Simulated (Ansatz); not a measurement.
Cu₂F₂⁺. The state is a doublet with charge 1. Geometry PBE-D4/def2-SVP, that of the neutral singlet; atoms count from 1.

```tsv
atom	x (Å)	y (Å)	z (Å)
Cu1	-0.225	0.279	0.506
Cu2	0.595	-0.848	-1.400
F3	-1.244	-0.393	1.754
F4	0.873	0.962	-0.861
```

Another isomer (singlet) lies 0.08 eV lower at PBE0-D4/def2-TZVP.

**Question.** Estimate the Mulliken populations from the PBE0/def2-TZVP orbitals of Ansatz.

**Answer.** 
```tsv
atom	charge (e)	spin (α − β)	d electrons
Cu1	0.93	0.70	9.40
Cu2	0.81	0.08	9.82
F3	-0.37	0.17	–
F4	-0.37	0.04	–
```
Mulliken values and Mayer orders depend strongly on the basis.

**Question.** Where does the spin sit?

**Answer.** Summed by element: Cu 0.79, F 0.21, of 1 unpaired in all. Largest on single atoms: Cu1 0.70, F3 0.17, Cu2 0.08.

**Question.** And the Mayer bond orders between bonded heavy atoms (over 0.3)?

**Answer.** Cu1–F3 0.93 (1.75 Å); Cu1–F4 0.53 (1.88 Å); Cu2–F4 0.48 (1.91 Å).
